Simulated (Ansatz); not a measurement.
Consider the hydrogenolysis of a C–O bond: `B[SiH2]C(N)O` + H₂ → `B[SiH2]CN` + H₂O.

Program: Ansatz. Geometries: PBE0-D4/def2-TZVP. ΔE: electronic, gas phase. CCSD(T)/CBS adds triple-zeta CCSD(T) − MP2 to the extrapolated MP2 energy (def2 sets, frozen cores). This one scheme is used for every species. DFT in def2-TZVPP. Each species was taken in one conformer, which may not be the lowest.

`B[SiH2]C(N)O`:

```xyz
13

B    -1.964    0.572   -1.161
Si   -0.029    0.054   -1.028
C     0.486   -0.301    0.777
N     1.905   -0.427    0.912
O     0.091    0.819    1.578
H    -2.677    0.680   -0.205
H    -2.459    0.792   -2.227
H     0.806    1.177   -1.545
H     0.230   -1.139   -1.897
H    -0.062   -1.188    1.146
H     2.178   -0.890    1.768
H     2.343   -0.883    0.126
H    -0.850    0.735    1.758
```

H₂:

Cartesian coordinates in Å:
```
H -0.148 -0.043 -0.340
H 0.148 0.043 0.340
```

`B[SiH2]CN`:

Z-matrix (Å, degrees):
```
Si
C 1 1.887
B 1 2.009 2 114.5
H 1 1.500 2 108.2 3 118.1
H 1 1.491 2 110.3 3 -125.6
N 2 1.457 1 111.4 3 -175.8
H 2 1.096 1 107.1 3 65.4
H 2 1.103 1 108.3 3 -48.5
H 3 1.197 1 123.2 2 8.5
H 3 1.197 1 119.9 2 -172.9
H 6 1.012 2 111.0 1 59.1
H 6 1.012 2 111.4 1 178.4
```

H₂O:

Z-matrix (Å, degrees):
```
O
H 1 0.960
H 1 0.960 2 105.1
```

```json
{"level": "PBE-D4", "ΔE (kcal/mol)": "-22.3"}
{"level": "ωB97X-V", "ΔE (kcal/mol)": "-23.6"}
{"level": "MP2/def2-TZVPP", "ΔE (kcal/mol)": "-25.6"}
{"level": "HF/def2-QZVPP", "ΔE (kcal/mol)": "-28.7"}
```

Q: What does CCSD(T)/CBS give? (An estimate is asked.)

A: Computed: -25.7 kcal/mol. The listed levels differ from it by 3.4, 2.1, 0.1, -3.0 kcal/mol.

Largest T1 diagnostic among the species: 0.012.

From PBE to PBE0 (25 % exact exchange), in def2-TZVPP and without D4, ΔE moves by −2.1 kcal/mol. The D4 term adds +1.6 kcal/mol with B3LYP and +0.9 kcal/mol with PBE0; it sums over pairs of atoms, weighted by their polarisabilities, and B3LYP, whose exchange is more repulsive, gets the larger term.

B3LYP here is the variant with VWN-RPA as its local correlation; programs differ in this.
